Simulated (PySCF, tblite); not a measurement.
Isomers of C6H14OSi. Calculated harmonic vibrations of the isolated species, GFN2-xTB (tblite), most abundant isotopes, no scaling. Errors from tens to a few hundred cm⁻¹ against measured bands are possible. Modes of hydrogen on silicon can be 10 to 20 % off. One conformer each.

Electronic energies: PBE0/pcSseg-1 single points on the GFN2-xTB geometries (PySCF, gas phase).

```csv
SMILES,"electronic energy, lowest = 0 (kcal/mol)"
CC[C@@H](O)[C@H]1CC[SiH2]1,34.8
COC[C@H]1CC[SiH2]C1,25.4
CC(C)[C@H]1CCO[SiH2]1,0.0
C[C@@H](O)[C@H]1CCC[SiH2]1,16.6
CC[C@@H](C)[C@H]1CO[SiH2]1,16.7
```

How do GFN2-xTB zero-point energies change the relative energies?

```json
{"SMILES": "CC(C)[C@H]1CCO[SiH2]1", "ZPE (kcal/mol)": "117.7", "of it from modes above 1550 cm⁻¹": "57.8", "electronic (kcal/mol)": "0.0", "with ZPE, lowest = 0 (kcal/mol)": "0.0", "lowest mode (cm⁻¹)": "75", "rings": "1"}
{"SMILES": "C[C@@H](O)[C@H]1CCC[SiH2]1", "ZPE (kcal/mol)": "117.1", "of it from modes above 1550 cm⁻¹": "58.4", "electronic (kcal/mol)": "16.6", "with ZPE, lowest = 0 (kcal/mol)": "16.0", "lowest mode (cm⁻¹)": "64", "rings": "1"}
{"SMILES": "CC[C@@H](C)[C@H]1CO[SiH2]1", "ZPE (kcal/mol)": "117.2", "of it from modes above 1550 cm⁻¹": "58.0", "electronic (kcal/mol)": "16.7", "with ZPE, lowest = 0 (kcal/mol)": "16.3", "lowest mode (cm⁻¹)": "59", "rings": "1"}
{"SMILES": "COC[C@H]1CC[SiH2]C1", "ZPE (kcal/mol)": "116.5", "of it from modes above 1550 cm⁻¹": "57.0", "electronic (kcal/mol)": "25.4", "with ZPE, lowest = 0 (kcal/mol)": "24.2", "lowest mode (cm⁻¹)": "61", "rings": "1"}
{"SMILES": "CC[C@@H](O)[C@H]1CC[SiH2]1", "ZPE (kcal/mol)": "116.2", "of it from modes above 1550 cm⁻¹": "58.6", "electronic (kcal/mol)": "34.8", "with ZPE, lowest = 0 (kcal/mol)": "33.3", "lowest mode (cm⁻¹)": "52", "rings": "1"}
```

The zero-point energies span 1.5 kcal/mol, from `CC[C@@H](O)[C@H]1CC[SiH2]1` to `CC(C)[C@H]1CCO[SiH2]1`. The order is unchanged.

And how do the electronic energies of GFN2-xTB itself compare?

`CC(C)[C@H]1CCO[SiH2]1` 0.0; `C[C@@H](O)[C@H]1CCC[SiH2]1` 36.5; `CC[C@@H](C)[C@H]1CO[SiH2]1` 17.1; `COC[C@H]1CC[SiH2]C1` 42.3; `CC[C@@H](O)[C@H]1CC[SiH2]1` 52.0 kcal/mol, lowest = 0. Against the energies above, taken from the same isomer `CC(C)[C@H]1CCO[SiH2]1`, the largest difference is 19.9 kcal/mol.

What do entropy and thermal enthalpy add at 298.15 K and 1 bar (rigid rotor, harmonic oscillator, one conformer each)?

```
                    SMILES  point group  symmetry number  S (cal/(mol K))  H − H(0) (kcal/mol)  ZPE + H − H(0) − TS (kcal/mol)
     CC(C)[C@H]1CCO[SiH2]1           C1                1             95.3                 6.75                            96.1
C[C@@H](O)[C@H]1CCC[SiH2]1           C1                1             95.8                 6.80                            95.3
CC[C@@H](C)[C@H]1CO[SiH2]1           C1                1             98.5                 7.05                            94.9
       COC[C@H]1CC[SiH2]C1           C1                1             97.2                 6.84                            94.4
CC[C@@H](O)[C@H]1CC[SiH2]1           C1                1            100.2                 7.20                            93.5
```
